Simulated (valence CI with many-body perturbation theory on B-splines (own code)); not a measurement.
## E1 transitions of Cs⁴¹⁺

Method: configuration interaction combined with many-body perturbation theory (CI+MBPT): four valence electrons over a frozen Dirac-Fock core [Ne], radial functions for each j: 11 s, 11 p, 9 d, 7 f, 5 g, 2 h, 1 i, with the one-electron correlation potential Σ1, the two-electron term Σ2, the three-electron term Σ3, Breit, model QED; selected CI, second order for the rest (own B-spline code, finite nucleus).

The last digits are not significant, and no measured levels were compared; by estimate large intervals hold to a few tenths of a per cent, small ones and those within an open d or f shell to about a per cent.

Lines 101 to 150 of 217 in falling wavelength, among levels below 499.59 eV, chosen from the strongest by gf and those to the six lowest levels. Wavelengths and rates use the calculated energies. Electric multipoles are in the length gauge, E1 and E2 with the static RPA response of the core. Weak lines are less certain than strong ones. Lines between different terms over intervals too small for the method are left out, as are lines whose strength nearly cancels. The highest levels of a list are the least certain.

Levels are named by their leading jj configuration (3d3/2^4 stands for four electrons in 3d with j = 3/2), which in mixed levels can hold well under half, so a name can repeat and another be missing. Letters in brackets count levels of one name in rising energy.

| λ vac (Å) | Upper | Lower | A (s⁻¹) | S (a.u.) with core polarisation | S without |
| --- | --- | --- | --- | --- | --- |
| 67.18 | (3s 3p1/2 3p3/2 3d5/2) J=1 [b] | (3s 3p1/2 3p3/2^2) J=0 | 7.77e+10 | 3.49e-02 | 3.55e-02 |
| 67.05 | (3s 3p1/2 3p3/2 3d5/2) J=1 [c] | (3s 3p1/2 3p3/2^2) J=1 [a] | 1.14e+11 | 5.10e-02 | 5.20e-02 |
| 66.43 | (3s 3p1/2 3p3/2 3d5/2) J=2 [c] | (3s 3p1/2 3p3/2^2) J=1 [a] | 1.09e+11 | 7.86e-02 | 8.00e-02 |
| 66.03 | (3s 3p1/2 3p3/2 3d5/2) J=4 [c] | (3s 3p1/2 3p3/2^2) J=3 | 1.25e+11 | 1.61e-01 | 1.63e-01 |
| 65.82 | (3s 3p1/2^2 3d5/2) J=2 | (3s 3p1/2^2 3p3/2) J=2 | 2.45e+10 | 1.72e-02 | 1.75e-02 |
| 65.72 | (3s^2 3p1/2 3d5/2) J=2 | (3s^2 3p1/2 3p3/2) J=2 | 4.73e+09 | 3.31e-03 | 3.37e-03 |
| 65.62 | (3s 3p1/2 3p3/2 3d5/2) J=0 | (3s 3p1/2 3p3/2^2) J=1 [a] | 9.69e+10 | 1.35e-02 | 1.38e-02 |
| 65.55 | (3s 3p1/2 3p3/2 3d5/2) J=2 [d] | (3s 3p1/2 3p3/2^2) J=2 [b] | 1.12e+10 | 7.79e-03 | 7.95e-03 |
| 65.47 | (3s 3p1/2 3p3/2 3d5/2) J=2 [a] | (3s 3p1/2 3p3/2^2) J=2 [a] | 7.24e+10 | 5.02e-02 | 5.11e-02 |
| 65.12 | (3s 3p1/2 3p3/2 3d5/2) J=3 [a] | (3s^2 3p1/2 3d5/2) J=3 | 3.85e+10 | 3.68e-02 | 3.74e-02 |
| 65.02 | (3s 3p1/2 3p3/2 3d5/2) J=1 [a] | (3s 3p1/2 3p3/2^2) J=2 [a] | 3.07e+10 | 1.25e-02 | 1.27e-02 |
| 64.75 | (3s 3p1/2 3p3/2 3d5/2) J=3 [c] | (3s^2 3p1/2 3d5/2) J=2 | 2.12e+11 | 1.99e-01 | 2.03e-01 |
| 64.35 | (3s 3p1/2 3p3/2 3d5/2) J=2 [d] | (3s 3p1/2 3p3/2^2) J=1 [a] | 2.77e+10 | 1.82e-02 | 1.85e-02 |
| 64.35 | (3s 3p1/2 3p3/2^2) J=3 | (3s^2 3p1/2 3p3/2) J=2 | 8.07e+10 | 7.43e-02 | 7.56e-02 |
| 64.19 | (3s 3p1/2 3p3/2 3d5/2) J=1 [c] | (3s 3p1/2 3p3/2^2) J=0 | 1.96e+10 | 7.66e-03 | 7.80e-03 |
| 63.99 | (3s^2 3p3/2 3d5/2) J=3 | (3s^2 3p3/2^2) J=2 | 2.54e+11 | 2.30e-01 | 2.34e-01 |
| 63.93 | (3s 3p1/2 3p3/2 3d5/2) J=1 [b] | (3s^2 3p1/2 3d5/2) J=2 | 2.44e+10 | 9.46e-03 | 9.64e-03 |
| 63.52 | (3s^2 3p1/2 3d5/2) J=2 | (3s^2 3p1/2 3p3/2) J=1 | 1.78e+11 | 1.13e-01 | 1.15e-01 |
| 63.21 | (3s 3p1/2 3p3/2 3d3/2) J=2 [a] | (3s 3p1/2^2 3p3/2) J=1 | 7.52e+10 | 4.69e-02 | 4.78e-02 |
| 62.94 | (3s 3p1/2 3p3/2 3d5/2) J=3 [a] | (3s 3p1/2 3p3/2^2) J=2 [a] | 7.68e+09 | 6.62e-03 | 6.73e-03 |
| 62.77 | (3s^2 3p3/2 3d5/2) J=1 | (3s^2 3p3/2^2) J=2 | 8.94e+10 | 3.27e-02 | 3.33e-02 |
| 62.53 | (3s 3p1/2 3p3/2 3d3/2) J=1 [c] | (3s 3p1/2 3p3/2^2) J=2 [a] | 1.41e+10 | 5.09e-03 | 5.19e-03 |
| 62.46 | (3s 3p1/2 3p3/2 3d5/2) J=2 [b] | (3s^2 3p1/2 3d5/2) J=3 | 8.15e+10 | 4.90e-02 | 5.00e-02 |
| 62.35 | (3s 3p1/2 3p3/2 3d5/2) J=2 [b] | (3s^2 3p1/2 3d3/2) J=1 | 8.78e+09 | 5.25e-03 | 5.35e-03 |
| 62.13 | (3s 3p1/2 3p3/2 3d5/2) J=4 [b] | (3s^2 3p1/2 3d5/2) J=3 | 3.36e+10 | 3.58e-02 | 3.65e-02 |
| 62.06 | (3s 3p1/2 3p3/2 3d5/2) J=3 [d] | (3s 3p1/2 3p3/2^2) J=3 | 9.84e+10 | 8.12e-02 | 8.28e-02 |
| 61.92 | (3s 3p1/2 3p3/2 3d5/2) J=2 [c] | (3s 3p1/2 3p3/2^2) J=3 | 1.55e+10 | 9.10e-03 | 9.27e-03 |
| 61.88 | (3s 3p1/2 3p3/2 3d5/2) J=3 [b] | (3s^2 3p1/2 3d5/2) J=3 | 4.92e+10 | 4.03e-02 | 4.10e-02 |
| 61.69 | (3s 3p1/2 3p3/2 3d3/2) J=2 [c] | (3s^2 3p1/2 3d3/2) J=2 | 9.79e+10 | 5.67e-02 | 5.78e-02 |
| 61.22 | (3s 3p1/2 3p3/2 3d5/2) J=1 [c] | (3s^2 3p1/2 3d5/2) J=2 | 7.14e+10 | 2.43e-02 | 2.47e-02 |
| 61.02 | (3s 3p1/2 3p3/2 3d3/2) J=1 [d] | (3s^2 3p1/2 3d3/2) J=1 | 7.86e+10 | 2.64e-02 | 2.69e-02 |
| 60.83 | (3s 3p1/2 3p3/2 3d5/2) J=3 [d] | (3s^2 3p1/2 3d5/2) J=2 | 1.98e+10 | 1.54e-02 | 1.57e-02 |
| 60.74 | (3s 3p1/2 3p3/2 3d3/2) J=0 [b] | (3s^2 3p1/2 3d3/2) J=1 | 1.28e+11 | 1.42e-02 | 1.45e-02 |
| 60.70 | (3s 3p1/2 3p3/2 3d5/2) J=2 [c] | (3s^2 3p1/2 3d5/2) J=2 | 2.07e+10 | 1.14e-02 | 1.17e-02 |
| 60.60 | (3s 3p1/2 3p3/2^2) J=0 | (3s^2 3p1/2 3p3/2) J=1 | 8.85e+10 | 9.72e-03 | 9.91e-03 |
| 60.45 | (3s 3p1/2 3p3/2 3d5/2) J=2 [b] | (3s 3p1/2 3p3/2^2) J=2 [a] | 3.98e+10 | 2.17e-02 | 2.21e-02 |
| 60.13 | (3s 3p1/2^2 3p3/2) J=1 | (3s^2 3p1/2^2) J=0 | 9.26e+10 | 2.98e-02 | 3.04e-02 |
| 60.11 | (3s 3p1/2 3p3/2 3d5/2) J=2 [d] | (3s 3p1/2 3p3/2^2) J=3 | 1.14e+11 | 6.09e-02 | 6.21e-02 |
| 60.11 | (3s 3p1/2 3p3/2^2) J=1 [a] | (3s^2 3p1/2 3p3/2) J=2 | 7.41e+09 | 2.38e-03 | 2.43e-03 |
| 59.91 | (3s 3p1/2 3p3/2 3d5/2) J=3 [b] | (3s 3p1/2 3p3/2^2) J=2 [a] | 8.17e+10 | 6.07e-02 | 6.18e-02 |
| 59.87 | (3s 3p1/2 3p3/2 3d3/2) J=2 [b] | (3s 3p1/2^2 3p3/2) J=1 | 5.78e+10 | 3.06e-02 | 3.12e-02 |
| 59.78 | (3s 3p1/2 3p3/2 3d3/2) J=2 [d] | (3s^2 3p1/2 3d3/2) J=2 | 1.70e+10 | 8.99e-03 | 9.16e-03 |
| 59.65 | (3s 3p1/2 3p3/2 3d3/2) J=2 [e] | (3s^2 3p1/2 3d3/2) J=1 | 2.09e+11 | 1.10e-01 | 1.12e-01 |
| 59.43 | (3s 3p1/2 3p3/2 3d5/2) J=4 [c] | (3s^2 3p1/2 3d5/2) J=3 | 5.43e+10 | 5.07e-02 | 5.17e-02 |
| 59.10 | (3s 3p1/2 3p3/2^2) J=2 [b] | (3s^2 3p1/2 3p3/2) J=2 | 2.23e+11 | 1.14e-01 | 1.16e-01 |
| 59.03 | (3p1/2^2 3p3/2^2) J=0 | (3s 3p1/2^2 3p3/2) J=1 | 1.35e+11 | 1.37e-02 | 1.40e-02 |
| 58.96 | (3s 3p1/2 3p3/2 3d5/2) J=2 [d] | (3s^2 3p1/2 3d5/2) J=2 | 5.33e+10 | 2.69e-02 | 2.75e-02 |
| 58.77 | (3s 3p3/2^3) J=2 | (3s^2 3p3/2^2) J=2 | 3.93e+11 | 1.97e-01 | 2.01e-01 |
| 58.50 | (3s 3p1/2 3p3/2 3d5/2) J=1 [a] | (3s^2 3p1/2 3d3/2) J=2 | 1.08e+11 | 3.20e-02 | 3.26e-02 |
| 58.26 | (3s 3p1/2 3p3/2^2) J=1 [a] | (3s^2 3p1/2 3p3/2) J=1 | 1.30e+11 | 3.80e-02 | 3.87e-02 |
